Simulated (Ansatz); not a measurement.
Harmonic frequencies (cm⁻¹) at PBE0-D4/def2-TZVP from Ansatz: 108, 146, 173, 191, 198, 209, 261, 329, 428, 465, 747, 808, 826, 3920, 3941.

Each molecule was computed in one conformer, which needn't be the lowest.

Problem. Which molecule is it?
A. `[F][Ti]([F])([Cl])[Br]`
B. `[F][Ti]([F])([SH])[Cl]`
C. `[OH][Ti]([F])([F])[F]`
D. `[OH][Ti]([OH])([F])[Cl]`

Solution. D.
